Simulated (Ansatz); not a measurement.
Isolated molecules relaxed with PBE0-D4/def2-TZVP in Ansatz; ΔE leaves out vibrations. CCSD(T)/CBS adds triple-zeta CCSD(T) − MP2 to the extrapolated MP2 energy (def2 sets, frozen cores). Functionals use def2-TZVPP. def2 core potentials past Kr. For Sn outer-core shells are correlated without core-valence functions, which leaves a few kJ/mol of doubt a bond. Each species was taken in one conformer, which may not be the lowest.

Consider the cleavage of the Si–Si bond: `[SiH3][SiH]1NC[SiH2]1` + `[OH][SnH2][OH]` → `[OH][SnH2][O][SiH3]` + `C1N[SiH2][SiH2]1`.

`[SiH3][SiH]1NC[SiH2]1`:

Z-matrix (Å, degrees):
```
Si
Si 1 2.346
H 1 1.489 2 110.3
H 1 1.490 2 110.5 3 120.0
H 1 1.491 2 111.4 3 -119.9
N 2 1.733 1 115.6 3 55.9
Si 2 2.330 1 120.1 3 -32.7
H 2 1.497 1 107.6 3 -173.8
C 6 1.465 2 110.5 1 -115.7
H 6 1.007 2 130.8 1 59.6
H 7 1.488 2 119.6 1 0.4
H 7 1.488 2 120.1 1 -138.5
H 9 1.097 6 113.2 2 116.7
H 9 1.097 6 112.9 2 -120.4
```

`[OH][SnH2][OH]`:

Z-matrix (Å, degrees):
```
Sn
O 1 1.962
O 1 1.962 2 107.3
H 1 1.699 2 111.7 3 112.8
H 1 1.700 2 103.5 3 -118.2
H 2 0.960 1 113.3 3 -61.0
H 3 0.960 1 113.3 2 -60.9
```

`[OH][SnH2][O][SiH3]`:

Z-matrix (Å, degrees):
```
Sn
O 1 1.956
O 1 1.956 2 106.2
H 1 1.695 2 109.4 3 -112.7
H 1 1.699 2 104.2 3 118.1
Si 2 1.632 1 135.7 3 52.6
H 3 0.960 1 113.9 2 64.7
H 6 1.492 2 111.2 1 33.0
H 6 1.489 2 111.2 1 -87.5
H 6 1.487 2 108.9 1 152.8
```

`C1N[SiH2][SiH2]1`:

Z-matrix (Å, degrees):
```
C
Si 1 1.919
N 1 1.466 2 97.1
H 1 1.097 2 112.9 3 -118.7
H 1 1.097 2 112.9 3 118.7
Si 2 2.327 1 75.8 3 0.0
H 2 1.488 1 114.5 3 116.9
H 2 1.488 1 114.5 3 -116.9
H 3 1.007 1 118.4 2 180.0
H 6 1.494 2 120.7 1 -112.0
H 6 1.494 2 120.7 1 112.0
```

```tsv
level	ΔE (kJ/mol)
PBE0-D4	-81.2
PBE0	-82.6
HF/def2-TZVPP	-131.4
SCS-MP2/def2-QZVPP	-114.1
```

Question: What does CCSD(T)/CBS give? (Best estimate.)

Answer: Computed: -101.5 kJ/mol. The listed levels differ from it by 20.3, 18.9, -29.9, -12.6 kJ/mol.

Largest T1 diagnostic among the species: 0.014.

In def2-TZVPP, CCSD(T) changes the Hartree–Fock value by +29.6 kJ/mol (the triples alone add +4.4 kJ/mol) and MP2 by +23.5 kJ/mol. From PBE to PBE0 (25 % exact exchange), in def2-TZVPP and without D4, ΔE moves by −10.5 kJ/mol.
